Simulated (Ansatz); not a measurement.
Reaction (redistribution): `N#[C][In]([F])[Cl]` + `[SeH][SnH3]` → `[F][In]([Cl])[SeH]` + `N#[C][SnH3]`

Calculated with Ansatz (gas phase, PBE0-D4/def2-TZVP geometries, no zero-point term in ΔE). CCSD(T)/CBS is the MP2 limit (def2-TZVPP, def2-QZVPP) plus CCSD(T) − MP2 in def2-TZVPP, frozen cores. DFT in def2-TZVPP. def2 core potentials past Kr. For In, Se, Sn outer-core shells are correlated without core-valence functions, which leaves a few kJ/mol of doubt a bond. Scalar relativity is left out up to krypton. One conformer a species, not always the lowest.

`N#[C][In]([F])[Cl]`:

Cartesian coordinates in Å:
```
N 1.262 -1.401 -1.819
C 0.704 -0.764 -1.037
In -0.300 0.357 0.401
F -0.930 2.108 -0.086
Cl -0.735 -0.300 2.541
```

`[SeH][SnH3]`:

Z-matrix (Å, degrees):
```
Sn
Se 1 2.533
H 1 1.702 2 104.9
H 1 1.705 2 109.7 3 119.5
H 1 1.705 2 109.7 3 -119.5
H 2 1.469 1 92.3 3 179.8
```

`[F][In]([Cl])[SeH]`:

Z-matrix (Å, degrees):
```
In
F 1 1.938
Se 1 2.466 2 118.8
Cl 1 2.300 2 114.2 3 -180.0
H 3 1.471 1 89.7 2 -0.0
```

`N#[C][SnH3]`:

Cartesian coordinates in Å:
```
N -0.350 0.422 2.545
C -0.194 0.237 1.418
Sn 0.089 -0.107 -0.647
H 1.723 0.220 -0.958
H -0.313 -1.733 -0.910
H -0.955 0.961 -1.449
```

```json
{"level": "r2SCANh-D4", "ΔE (kcal/mol)": "-10.6"}
{"level": "BHLYP", "ΔE (kcal/mol)": "-10.6"}
```

Question: What does CCSD(T)/CBS give? (Estimate.)

Answer: Ansatz gave: -10.0 kcal/mol. The listed levels differ from it by -0.6, -0.6 kcal/mol.

Largest T1 diagnostic among the species: 0.016.

Leaving LDA and LC-ωPBE aside and taking each functional with its dispersion term where it has one, the values, not all of them listed here, spread over 0.9 kcal/mol, from BLYP-D4 to ωB97X-V. LDA lies −0.8 kcal/mol from PBE without D4.
